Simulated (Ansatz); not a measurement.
Cost and result for the atomization energy of `CC1(C)CCCC1` (21 atoms, 21 bonds).

```tsv
atom	x (Å)	y (Å)	z (Å)
C1	1.528	-0.742	0.184
C2	0.413	0.285	0.356
C3	0.885	1.406	1.266
C4	-0.059	0.798	-1.010
C5	-0.954	-0.311	-1.575
C6	-1.475	-1.090	-0.346
C7	-0.863	-0.391	0.873
H8	1.816	-1.169	1.149
H9	2.417	-0.280	-0.256
H10	1.227	-1.567	-0.467
H11	1.761	1.911	0.849
H12	1.163	1.024	2.253
H13	0.100	2.155	1.405
H14	0.773	1.056	-1.670
H15	-0.644	1.712	-0.858
H16	-0.383	-0.971	-2.233
H17	-1.766	0.098	-2.179
H18	-1.159	-2.134	-0.392
H19	-2.566	-1.101	-0.297
H20	-0.668	-1.073	1.705
H21	-1.544	0.383	1.244
```

Total charge 0; spin multiplicity 1. The geometry is a stationary point of PBE0-D4/def2-TZVP. Program: Ansatz. All runs use 2 threads of an AMD EPYC 7R13 on a shared host and a share of an NVIDIA H100 80 GB. Times are those of one run each, without the atoms' runs, and a repeat can differ threefold. Electronic energies, without spin–orbit coupling; frozen cores. CCSD(T)/CBS adds CCSD(T) − MP2 in def2-TZVPP to the MP2 limit, and its time is that of the two runs behind it. T1 = 0.009. HSE06 is the plane-wave form, built on full-range PBE exchange.

CCSD(T)/CBS is a level of theory with its own doubt, some kJ/mol a heavy atom from the limit and from the frozen cores, so smaller differences don't rank the functionals.

```
                          level  functions  wall time
               CCSD(T)/def2-SVP        168      2.4 s
            BHLYP-D4/def2-TZVPP        413      2.5 s
         LDA (SPW92)/def2-TZVPP        413      2.7 s
        CAM-B3LYP-D4/def2-TZVPP        413      2.9 s
           revPBE-D4/def2-TZVPP        413      3.3 s
PBE-D4/def2-TZVPP (with forces)        413      3.4 s
             PBE0-D4/def2-TZVPP        413      3.7 s
            HSE06-D4/def2-TZVPP        413      3.7 s
          r2SCANh-D4/def2-TZVPP        413      4.5 s
             ωB97X-V/def2-TZVPP        413        6 s
                 MP2/def2-QZVPP        819       14 s
             CCSD(T)/def2-TZVPP        413       22 s
              CCSD(T)/CBS(def2)          –       36 s
```

Task: What atomization energy does each give, and how far from CCSD(T)/CBS? (Best estimate.)

Result: Computed: 
```json
{"level": "CCSD(T)/def2-SVP", "atomization (kcal/mol)": "1987.5", "difference from CCSD(T)/CBS": "-68.1", "per bond": "-3.2"}
{"level": "BHLYP-D4/def2-TZVPP", "atomization (kcal/mol)": "2013.9", "difference from CCSD(T)/CBS": "-41.7", "per bond": "-2.0"}
{"level": "LDA (SPW92)/def2-TZVPP", "atomization (kcal/mol)": "2331.4", "difference from CCSD(T)/CBS": "275.8", "per bond": "13.1"}
{"level": "CAM-B3LYP-D4/def2-TZVPP", "atomization (kcal/mol)": "2065.1", "difference from CCSD(T)/CBS": "9.5", "per bond": "0.4"}
{"level": "revPBE-D4/def2-TZVPP", "atomization (kcal/mol)": "2054.0", "difference from CCSD(T)/CBS": "-1.6", "per bond": "-0.1"}
{"level": "PBE-D4/def2-TZVPP (with forces)", "atomization (kcal/mol)": "2094.7", "difference from CCSD(T)/CBS": "39.1", "per bond": "1.9"}
{"level": "PBE0-D4/def2-TZVPP", "atomization (kcal/mol)": "2075.1", "difference from CCSD(T)/CBS": "19.5", "per bond": "0.9"}
{"level": "HSE06-D4/def2-TZVPP", "atomization (kcal/mol)": "2076.1", "difference from CCSD(T)/CBS": "20.5", "per bond": "1.0"}
{"level": "r2SCANh-D4/def2-TZVPP", "atomization (kcal/mol)": "2054.8", "difference from CCSD(T)/CBS": "-0.8", "per bond": "0.0"}
{"level": "ωB97X-V/def2-TZVPP", "atomization (kcal/mol)": "2060.1", "difference from CCSD(T)/CBS": "4.5", "per bond": "0.2"}
{"level": "MP2/def2-QZVPP", "atomization (kcal/mol)": "2060.9", "difference from CCSD(T)/CBS": "5.3", "per bond": "0.2"}
{"level": "CCSD(T)/def2-TZVPP", "atomization (kcal/mol)": "2014.9", "difference from CCSD(T)/CBS": "-40.7", "per bond": "-1.9"}
{"level": "CCSD(T)/CBS(def2)", "atomization (kcal/mol)": "2055.6", "difference from CCSD(T)/CBS": "0.0", "per bond": "0.0"}
```

From BLYP to BHLYP (50 % exact exchange), in def2-TZVPP and without D4, the atomization energy moves by −14.1 kcal/mol: exact exchange takes away binding that semilocal exchange gives to molecules. In def2-TZVPP, CCSD(T) changes the Hartree–Fock value by +454.9 kcal/mol (the triples alone add +24.6 kcal/mol) and MP2 by +477.0 kcal/mol; breaking electron pairs costs correlation energy, which Hartree–Fock lacks. The D4 term adds +18.8 kcal/mol with B3LYP and +10.1 kcal/mol with PBE0; it sums over pairs of atoms, weighted by their polarisabilities, and B3LYP, whose exchange is more repulsive, gets the larger term.

B3LYP here is the variant with VWN-RPA as its local correlation; programs differ in this.
